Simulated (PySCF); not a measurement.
Dipole response of Al⁻ (aluminium, charge -1)

[Ne] 3s2 3p2, high-spin 3P determinant. Computed with PySCF 2.14 in dyall-av2z (13s9p2d, 50 functions), with no relativity, point nucleus. Coupled (time-dependent) response in atomic units; α is the mean over directions. A double-zeta set is small for polarisabilities.

| method | mean α (bohr³) | α xx, yy, zz | C₆ (like pair) | S(−4) |
| --- | --- | --- | --- | --- |
| UHF | 235.7 | 108.6, 299.2, 299.2 | 3878 | 49320 |
| wB97M-V | 250.1 | 111.4, 319.5, 319.5 | 3819 | 76000 |

S(−4) is the Cauchy moment in α(ω) = α(0) + S(−4) ω² + …

α(iu) at UHF:

| u (hartree) | α(iu) (bohr³) |
| --- | --- |
| 0 | 235.7 |
| 0.0500 | 166.7 |
| 0.100 | 108.7 |
| 0.200 | 56.21 |
| 0.300 | 32.84 |
| 0.500 | 14.41 |
| 0.750 | 6.947 |
| 1.00 | 4.056 |
| 1.50 | 1.882 |
| 2.00 | 1.093 |
| 3.00 | 0.5126 |
| 5.00 | 0.1998 |

A single London oscillator, α(iu) = α/(1 + u²/ω²), gives C₆ = (3/4) ω α². Matching the computed C₆ needs ω = 4 × 3878 / (3 × 235.7²) = 0.0931 hartree.

For an ion, C₆ is the dispersion term alone; charge-induced terms of lower order in 1/R come first.

The components differ because the open shell of this determinant is not spherical; for a pure term their mean is the scalar polarisability.
